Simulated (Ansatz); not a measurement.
One change: `O[SiH2]F` becomes `O[SiH](F)CCl`.

Ansatz, PBE0-D4/def2-TZVP geometries, multiplicity 1. Each molecule was computed in one conformer, which needn't be the lowest.

| property | `O[SiH2]F` |
| --- | --- |
| LUMO energy (PBE/def2-TZVPP) / eV | -0.51 |
| HOMO energy (B3LYP/def2-TZVPP) / eV | -9.13 |
| LUMO energy (B3LYP/def2-TZVPP) / eV | 0.03 |
| size of the dipole moment (ωB97M-V/def2-TZVPP) / D | 1.60 |
| HOMO energy (PBE0/def2-TZVPP) / eV | -9.32 |
| size of the dipole moment (PBE/def2-TZVPP) / D | 1.55 |

Problem. What does the change do to each property? (Estimate.)

Solution. The calculation gave: 
```json
{"property": "LUMO energy (PBE/def2-TZVPP) / eV", "`O[SiH](F)CCl`": "-1.15", "shift": "-0.64"}
{"property": "HOMO energy (B3LYP/def2-TZVPP) / eV", "`O[SiH](F)CCl`": "-8.20", "shift": "0.93"}
{"property": "LUMO energy (B3LYP/def2-TZVPP) / eV", "`O[SiH](F)CCl`": "-0.38", "shift": "-0.41"}
{"property": "size of the dipole moment (ωB97M-V/def2-TZVPP) / D", "`O[SiH](F)CCl`": "1.69", "shift": "0.09"}
{"property": "HOMO energy (PBE0/def2-TZVPP) / eV", "`O[SiH](F)CCl`": "-8.43", "shift": "0.89"}
{"property": "size of the dipole moment (PBE/def2-TZVPP) / D", "`O[SiH](F)CCl`": "1.62", "shift": "0.07"}
```

With PBE0 the HOMO rises by 0.89 eV and the LUMO falls by 0.50 eV, so the gap narrows by about 1.39 eV. PBE moves the HOMO by 0.77 eV and ωB97M-V by 0.95 eV. The zero-point energy changes by 54.5 kJ/mol with +9 modes. Dipoles are sizes alone; their direction can turn.

B3LYP here is the variant with VWN-RPA as its local correlation; programs differ in this.
